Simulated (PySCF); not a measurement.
SMILES c1c([SiH2]Br)cccc1 at its GFN2-xTB optimised geometry (Å):

```
15

Br    -0.3157    -3.3394     0.1264
Si    -1.6727    -1.5856    -0.0072
C     -0.6419    -0.0157     0.0000
C     -1.3048     1.2098    -0.0003
C     -0.6015     2.3988     0.0001
C      0.7842     2.3824     0.0001
C      1.4576     1.1732     0.0000
C      0.7498    -0.0157     0.0000
H     -2.4023    -1.7654    -1.2565
H     -2.5375    -1.6846     1.1621
H     -2.3863     1.2295    -0.0003
H     -1.1329     3.3394     0.0007
H      1.3357     3.3110     0.0007
H      2.5375     1.1535     0.0003
H      1.2910    -0.9516     0.0014
```

Computed with PBE/def2-TZVP (PySCF 2.14.0).

Map of the electrostatic potential (hartree/e), clipped to [-0.08, 0.12] on the plane z = 1.5 Å:

```
|.............................|
|.............................|
|.............................|
|.............................|
|.............................|
|.............................|
|.............................|
|.............. ..............|
|..............  .............|
|...........        ..........|
|.....::.....      ...........|
|.....::.....      ...........|
|.....:::....      ...........|
|.....:::.....       .........|
|.....:::::.... ...  .........|
|......:::::::................|
|.....::-===-:................|
|.....:+@@#*+=:.. ............|
|.....:%@@@#*=:.   ...........|
|.....:#@@@*+=:.     .........|
|......-**===-:.      ........|
|.......:::::--:.      .......|
|...........:-==:       ......|
|.......    .-==:        .....|
|.....       .::.        .....|
|....         ...        .....|
|....                     ....|
|...                      ....|
|...                      ....|
```
Scale: ten equal steps from -0.017 (start of ' ') to 0.120 (end of '@'), in the order ' .:-=+*#%@'; x runs from -5.50 to 5.50, y from -5.50 (bottom) to 5.50 (top).
